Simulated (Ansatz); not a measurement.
Molecule: B₂, net charge 0, triplet state. 
Structure (B3LYP-D3(BJ)/def2-TZVP (Ansatz, an electronic-structure program) minimum search):
```
B
B 1 1.5680
```
Charge 0, spin multiplicity 3.

Total electronic energies in hartree. Valence correlation only, unless marked. Open shells are spin-unrestricted. Spin-orbit coupling is left out. Non-relativistic. CBS marks a two-point X^-3 extrapolation of the correlation energy; Hartree-Fock from the larger set (for Q and 5 zeta extrapolated as (X+1)exp(-9√X)). [CCSD(T)-MP2]/basis is that difference in the basis named. The program attaches cautions to a run behind HF/cc-pVTZ: large difference. The program attaches cautions to a run behind SCS-MP2/aug-cc-pVDZ: large difference. The program attaches cautions to a run behind SCS-MP2/def2-TZVPPD: large difference. The program attaches cautions to a run behind CCSD/def2-TZVPPD: large difference. The program attaches cautions to a run behind RI-MP2/CBS(cc-pVTZ,cc-pVQZ)+[CCSD(T)-MP2]/cc-pVTZ: large difference. The program attaches cautions to a run behind CCSD(T)/CBS(def2-TZVPPD,def2-QZVPPD): large difference. The program attaches cautions to a run behind CCSD(T)/CBS(cc-pVQZ,cc-pV5Z): large difference.

The UHF reference is spin-contaminated (<S^2> 0.91 over the pure value in the largest basis). The T1 diagnostic of CCSD in the largest basis is 0.070, which is high, so the coupled-cluster rows are less sure than usual.

```tsv
level	program	energy (Eh)
HF/cc-pVTZ	Ansatz	-49.15139
PBE-D3(BJ)/def2-TZVPD	Ansatz + dftd3	-49.34793
BLYP-D3(BJ)/def2-TZVPD	Ansatz + dftd3	?
revPBE-D3(BJ)/def2-TZVPD	Ansatz + dftd3	-49.42729
r2SCAN-D3(BJ)/def2-TZVPD	Ansatz + dftd3	-49.40264
B97M-V/def2-TZVPD	Ansatz	-49.45200
PBE0-D4/def2-TZVP	Ansatz + dftd4	-49.35590
wB97X/def2-TZVPD	Ansatz	-49.40461
SCS-MP2/STO-3G	Ansatz	-48.46499
SCS-MP2/aug-cc-pVDZ	Ansatz	-49.21887
SCS-MP2/def2-TZVPPD	Ansatz	-49.24304
CCSD/def2-TZVPPD	Ansatz	-49.28135
RI-MP2/CBS(cc-pVTZ,cc-pVQZ)+[CCSD(T)-MP2]/cc-pVTZ	Ansatz	-49.3048
CCSD(T)/CBS(def2-TZVPPD,def2-QZVPPD)	Ansatz	-49.3027
CCSD(T)/CBS(cc-pVQZ,cc-pV5Z)	Ansatz	-49.3026
```

Task: Complete the blanks.

Result: 
- BLYP-D3(BJ)/def2-TZVPD, energy (Eh): -49.41370
